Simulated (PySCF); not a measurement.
Atomic charges against the basis set

Species: C3H4AlFO2.
Numbering: `[F:1][Al@@H-:2]1[O:3][CH:4]=[CH:5][CH:6]=[O+:7]1` (hydrogens: H8 on Al2; H9 on C4; H10 on C5; H11 on C6)

PBE0 throughout (PySCF), one geometry, spherical d and f functions. Geometry: PBE0-D3(BJ)/def2-SVP; no solvent, vibrations or thermal averaging. Atoms taken as equivalent share a column and are averaged. The first 7 of 8 kinds of atom are listed.

Mulliken charges (e):

```csv
basis,functions,F1,Al2,O3/O7,C4/C6,C5,H8,H9/H11
STO-3G,43,-0.311,+0.881,-0.282,+0.072,-0.179,-0.242,+0.092
6-31G,75,-0.538,+1.212,-0.651,+0.237,-0.257,-0.205,+0.206
pcSseg-0,75,-0.532,+1.393,-0.730,+0.287,-0.433,-0.327,+0.263
6-31G*,110,-0.476,+0.896,-0.507,+0.226,-0.315,-0.130,+0.193
cc-pVDZ,122,-0.413,+0.749,-0.349,+0.285,-0.217,-0.137,+0.057
def2-SVP,122,-0.420,+0.910,-0.388,+0.269,-0.212,-0.217,+0.061
aug-cc-pVDZ,201,-0.650,+0.649,-0.458,+0.599,+0.905,+0.179,-0.415
"6-311+G(2d,p)",221,-0.567,+1.155,-0.506,-0.002,+0.160,-0.134,+0.140
def2-TZVP,247,-0.375,+0.538,-0.268,+0.161,-0.240,-0.117,+0.129
cc-pVTZ,270,-0.358,+0.465,-0.234,+0.161,-0.258,-0.113,+0.132
IGLO-III,294,-0.608,+1.306,-0.451,+0.163,-0.161,-0.290,+0.114
pcSseg-2,315,-0.529,+1.127,-0.497,+0.377,-0.269,-0.272,+0.067
```

IAO charges (e):

```
        basis  functions      F1     Al2   O3/O7   C4/C6      C5      H8  H9/H11
       STO-3G         43  -0.503  +1.167  -0.312  +0.070  -0.294  -0.300  +0.134
        6-31G         75  -0.563  +1.101  -0.453  +0.187  -0.318  -0.211  +0.172
     pcSseg-0         75  -0.553  +1.109  -0.445  +0.193  -0.329  -0.228  +0.165
       6-31G*        110  -0.577  +1.159  -0.474  +0.227  -0.330  -0.238  +0.156
      cc-pVDZ        122  -0.578  +1.149  -0.468  +0.226  -0.335  -0.235  +0.156
     def2-SVP        122  -0.576  +1.158  -0.465  +0.226  -0.331  -0.247  +0.153
  aug-cc-pVDZ        201  -0.592  +1.174  -0.474  +0.225  -0.340  -0.238  +0.160
6-311+G(2d,p)        221  -0.595  +1.187  -0.478  +0.226  -0.340  -0.244  +0.161
    def2-TZVP        247  -0.596  +1.194  -0.479  +0.229  -0.342  -0.248  +0.159
      cc-pVTZ        270  -0.593  +1.186  -0.477  +0.228  -0.342  -0.245  +0.159
     IGLO-III        294  -0.597  +1.194  -0.479  +0.226  -0.341  -0.247  +0.161
     pcSseg-2        315  -0.597  +1.195  -0.479  +0.228  -0.342  -0.248  +0.160
```

Hirshfeld charges (e):

| basis | functions | F1 | Al2 | O3/O7 | C4/C6 | C5 | H8 | H9/H11 |
| --- | --- | --- | --- | --- | --- | --- | --- | --- |
| STO-3G | 43 | -0.261 | +0.605 | -0.155 | +0.097 | -0.129 | -0.186 | +0.029 |
| 6-31G | 75 | -0.337 | +0.524 | -0.203 | +0.135 | -0.105 | -0.153 | +0.073 |
| pcSseg-0 | 75 | -0.333 | +0.530 | -0.184 | +0.133 | -0.110 | -0.175 | +0.068 |
| 6-31G* | 110 | -0.316 | +0.483 | -0.184 | +0.136 | -0.106 | -0.161 | +0.070 |
| cc-pVDZ | 122 | -0.314 | +0.493 | -0.174 | +0.128 | -0.111 | -0.166 | +0.067 |
| def2-SVP | 122 | -0.316 | +0.493 | -0.175 | +0.133 | -0.112 | -0.172 | +0.067 |
| aug-cc-pVDZ | 201 | -0.333 | +0.544 | -0.196 | +0.126 | -0.112 | -0.165 | +0.072 |
| 6-311+G(2d,p) | 221 | -0.332 | +0.541 | -0.195 | +0.126 | -0.110 | -0.166 | +0.073 |
| def2-TZVP | 247 | -0.323 | +0.518 | -0.188 | +0.128 | -0.111 | -0.166 | +0.071 |
| cc-pVTZ | 270 | -0.320 | +0.510 | -0.184 | +0.128 | -0.111 | -0.167 | +0.070 |
| IGLO-III | 294 | -0.322 | +0.519 | -0.189 | +0.126 | -0.112 | -0.164 | +0.071 |
| pcSseg-2 | 315 | -0.329 | +0.533 | -0.193 | +0.127 | -0.110 | -0.169 | +0.072 |

Q: Which scheme is steadiest as the basis changes?

A: Largest range over the bases for any column: Hirshfeld 0.12 e, IAO 0.17 e, Mulliken 1.34 e. Hirshfeld charges move least and Mulliken charges most, counted in e. Without the minimal STO-3G basis the ranges are Hirshfeld 0.06, IAO 0.09, Mulliken 1.34 e.

Q: How much do the charges still move between the two largest bases, IGLO-III and pcSseg-2?

A: At most, over all atoms: Mulliken 0.215 e, IAO 0.002 e, Hirshfeld 0.014 e.

Q: What do the same runs give for the total energy, the frontier levels and the dipole moment?

A: 
```csv
basis,energy (Eh),HOMO (eV),LUMO (eV),μ (D)
STO-3G,-601.2318,-3.75,0.91,2.59
6-31G,-608.9411,-8.02,-2.61,5.67
pcSseg-0,-607.9867,-8.25,-2.76,5.78
6-31G*,-609.0652,-7.81,-2.35,5.13
cc-pVDZ,-609.1022,-7.89,-2.47,5.08
def2-SVP,-608.7400,-8.00,-2.57,5.15
aug-cc-pVDZ,-609.1343,-8.01,-2.67,5.16
"6-311+G(2d,p)",-609.2121,-8.05,-2.70,5.24
def2-TZVP,-609.2524,-8.01,-2.64,5.16
cc-pVTZ,-609.2339,-7.98,-2.60,5.14
IGLO-III,-609.2580,-8.02,-2.67,5.16
pcSseg-2,-609.2563,-8.06,-2.69,5.25
```

The dipole is fixed by the density alone, so its range of 3.19 D shows that the density itself changes with the basis, not only its division among atoms.
